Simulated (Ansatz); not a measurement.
Consider the isomerisation: `CO[SiH](C)O` → `C[Si](C)(O)O`.

Computed with Ansatz on PBE0-D4/def2-TZVP structures; ΔE is electronic, products minus reactants. CBS: MP2 limit from def2 TZ/QZ plus the TZ coupled-cluster correction, frozen cores. DFT in def2-TZVPP. B3LYP here is the variant with VWN-RPA as its local correlation; programs differ in this. One conformer a species, not always the lowest.

`CO[SiH](C)O`:

Z-matrix (Å, degrees):
```
C
O 1 1.406
H 1 1.098 2 111.7
H 1 1.092 2 108.6 3 119.3
H 1 1.096 2 111.3 3 -121.6
Si 2 1.640 1 123.5 3 48.9
O 6 1.648 2 112.4 1 63.2
C 6 1.845 2 106.7 1 -178.4
H 6 1.494 2 108.0 1 -55.4
H 7 0.957 6 117.8 2 -90.8
H 8 1.093 6 110.1 2 -63.8
H 8 1.092 6 110.8 2 176.6
H 8 1.092 6 110.8 2 55.9
```

`C[Si](C)(O)O`:

```xyz
13

C    -1.246   -0.123   -1.003
Si    0.360   -0.187   -0.055
C     0.204    0.598    1.616
O     1.546    0.529   -0.959
O     0.846   -1.733    0.222
H    -1.153   -0.611   -1.978
H    -2.037   -0.635   -0.449
H    -1.574    0.907   -1.171
H     1.171    0.599    2.126
H    -0.507    0.051    2.240
H    -0.140    1.632    1.537
H     1.274    1.170   -1.615
H     1.255   -2.195   -0.511
```

CCSD(T)/CBS gives -1.07 eV.

Task: Another level gave -1.02 eV. Which?
A. B3LYP/def2-TZVPP
B. MP2/def2-TZVPP
C. PBE/def2-TZVPP
D. HF/def2-TZVPP

Result: C. PBE -1.02, HF/def2-TZVPP -0.90, MP2/def2-TZVPP -1.10, B3LYP -0.96 eV.

Largest T1 diagnostic among the species: 0.011.

In def2-TZVPP, CCSD(T) changes the Hartree–Fock value by −0.14 eV (the triples alone add −0.01 eV) and MP2 by −0.21 eV.
